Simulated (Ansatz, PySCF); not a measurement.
C₄H₄F₂, SMILES CC#CC(F)F.

Geometry: r2SCAN-D4/def2-SVP.

Vertical ionisation energy (IE) and electron affinity (EA) in eV. Rows of orbital energies are one-electron estimates. Where ΔSCF, EOM or ADC give a negative EA the extra electron is unbound and the value depends on the basis.

```json
[
 {"level": "−ε(HOMO), −ε(LUMO), HF/def2-TZVP (PySCF)", "IE": "10.91", "EA": "-3.54"},
 {"level": "−ε(HOMO), −ε(LUMO), PBE/def2-TZVP (PySCF)", "IE": "6.90", "EA": "0.83"},
 {"level": "ΔSCF, PBE0/def2-SVPD (Ansatz), final states of multiplicity 2 and 2", "IE": "?", "EA": "?"},
 {"level": "ΔSCF, PBE/def2-SVPD (Ansatz), final states of multiplicity 2 and 2", "IE": "10.38", "EA": "-1.36"}
]
```

Q: Some entries are withheld; supply them. (An estimate is asked for; the answer gives what the named calculation found.)

A: 
- ΔSCF, PBE0/def2-SVPD (Ansatz, an electronic-structure program), final states of multiplicity 2 and 2, IE: 10.54
- ΔSCF, PBE0/def2-SVPD (Ansatz), final states of multiplicity 2 and 2, EA: -1.56

Q: What vertical singlet–triplet gap does ΔSCF give with PBE0/def2-SVPD (Ansatz) and with PBE/def2-SVPD (Ansatz)? (Estimate from the structure and the level; the computed values follow.)

A: 5.24 and 5.27 eV (triplet above singlet where positive).
